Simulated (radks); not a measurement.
The numbers below are computed, except where a source is named.
Cs I, configuration [Xe] 6s1.

Code: a radial shooting solver on a logarithmic mesh with Libxc functionals. Model: scalar-relativistic Kohn-Sham, r2SCAN, spin-polarised, spherical densities, finite nucleus; open shells are filled with parallel spins first (spin-orbit coupling, left out, can overturn this in heavy ions); meta-GGA in the generalised Kohn-Sham scheme; Fermi nuclear charge, rms radius 4.8041 fm.

Energy parts (eV):
part                      energy
total                 -211912.84
kinetic                223269.83
electron-nucleus      -512772.61
Hartree                 82830.69
exchange-correlation    -5240.74

Orbitals (lengths in bohr, moments of r in powers of bohr; <r^-3> diverges for s and p1/2):
orbital	occ.	eigenvalue (eV)	<r^4>	<r^2>	<r^-3>
1s up	1	-35859.03	2.250e-06	0.0009255	-
1s down	1	-35859.02	2.250e-06	0.0009255	-
2s up	1	-5642.843	0.0003780	0.01483	-
2s down	1	-5642.841	0.0003780	0.01483	-
2p up	3	-5058.745	0.0002749	0.01178	6588
2p down	3	-5058.743	0.0002749	0.01178	6588
3s up	1	-1180.127	0.01574	0.1018	-
3s down	1	-1180.123	0.01574	0.1018	-
3p up	3	-990.9914	0.01653	0.1020	1289
3p down	3	-990.9870	0.01653	0.1020	1289
3d up	5	-713.7396	0.01419	0.08838	176.5
3d down	5	-713.7353	0.01419	0.08838	176.5
4s up	1	-225.3457	0.4348	0.5454	-
4s down	1	-225.3339	0.4347	0.5454	-
4p up	3	-164.5439	0.5844	0.6223	260.2
4p down	3	-164.5315	0.5841	0.6223	260.2
4d up	5	-75.7424	1.116	0.8160	28.34
4d down	5	-75.7244	1.115	0.8158	28.34
5s up	1	-27.6022	18.07	3.460	-
5s down	1	-27.5646	18.18	3.470	-
5p up	3	-14.0170	40.58	4.993	30.54
5p down	3	-13.9750	38.52	4.928	30.63
6s up	1	-2.3221	2050	36.48	-

The highest occupied level is 6s up at -2.322 eV. Spin moment in Bohr magnetons: 1. The spin density at the nucleus is 7.508 e/bohr^3 (1s 0.051, 2s 0.021, 3s 0.009, 4s 0.026, 5s 0.312, 6s 7.087). The density falls to 0.001 e/bohr^3 at r = 4.74 bohr. The electron density at the nucleus is 3.063e+05 e/bohr^3 (large components only). Summed over all electrons, <r^2> = 87.96 bohr^2, which gives a Langevin (diamagnetic) susceptibility term of -69.7 x 10^-6 cm^3/mol.
